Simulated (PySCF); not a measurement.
## Electric field gradients and quadrupole coupling constants

C2H8F2SSi2.
Numbering: `[F:1][C@@H:2]([CH2:3][SiH3:4])[Si@@H:5]([F:6])[SH:7]` (hydrogens: H8 on C2; H9, H10 on C3; H11, H12, H13 on Si4; H14 on Si5; H15 on S7)

Structure used (GFN2-xTB), in Å, numbered top down from 1:
```
atom  x, y, z in Å
F1    -0.5963    0.5499    1.7011
C2     0.1509   -0.2908    0.8740
C3    -0.7907   -1.0343   -0.0604
Si4   -1.9765    0.1120   -1.0198
Si5    1.4870    0.7828    0.0308
F6     2.7536    0.8715    1.0272
S7     2.1805   -0.2433   -1.7132
H8     0.6364   -0.9944    1.5666
H9    -1.3797   -1.7441    0.5247
H10   -0.1866   -1.6218   -0.7527
H11   -1.1743    1.0410   -1.8231
H12   -2.8098    0.8500   -0.0752
H13   -2.7967   -0.7373   -1.8838
H14    1.1134    2.1588   -0.2114
H15    3.3843    0.3083   -1.7125
```

Field gradients from the PBE0/pcSseg-1 density (PySCF, non-relativistic), principal values in atomic units, ordered |Vxx| ≤ |Vyy| ≤ |Vzz|:

```
atom     Vxx     Vyy      Vzz
  S7  0.1713  1.8505  -2.0218
```

Q: Find the asymmetry η = (Vxx − Vyy)/Vzz and the couplings χ = eQV/h (234.96 MHz × Q in barn × V in au), with Q(33S) = −0.0678 b.

A: 
| atom | environment | nucleus | η | χzz (MHz) | χxx (MHz) | χyy (MHz) |
| --- | --- | --- | --- | --- | --- | --- |
| S7 | sulfur bonded to Si and H | 33S | 0.83 | 32.21 | -2.73 | -29.48 |

The tensor is traceless: Vxx + Vyy + Vzz = 0.

Q: What is Vzz at S7 in SI units (1 au = 9.71736 × 10²¹ V/m²)?

A: -2.0218 au = -19.646 × 10²¹ V/m².

Q: And the gradient at the other heavy atoms, for which no coupling is worked out here?

A: 
```tsv
atom	environment	Vzz (au)	η
F1	alkyl fluorine	3.060	0.03
C2	sp3 C–F carbon	0.560	0.17
C3	sp3 carbon bound to silicon	0.100	0.84
Si4	SiH3 silicon	0.157	0.51
Si5	fluorine-bound silicon	-0.672	0.93
F6	silicon-bound fluorine	1.277	0.10
```

Q: What couplings would deuterons (Q(2H) = 0.00286 b) have in place of the hydrogens, at this geometry?

A: 
```
atom  bonded to  bond length (Å)  Vzz (au)     η  χzz (kHz)
  H8         C2            1.100    0.2807  0.07        189
  H9         C3            1.092    0.3072  0.03        206
 H10         C3            1.091    0.3081  0.05        207
 H11        Si4            1.467    0.1587  0.04        107
 H12        Si4            1.460    0.1648  0.02        111
 H13        Si4            1.463    0.1628  0.01        109
 H14        Si5            1.446    0.1705  0.02        115
 H15         S7            1.324    0.2587  0.13        174
```

Geometry: GFN2-xTB, one conformer, isolated molecule. GFN2-xTB bond lengths can be off by several hundredths of an ångström, more for odd bonds, and the gradients follow them. The basis is small and wasn't made for field gradients, so the couplings can be 20 % off.
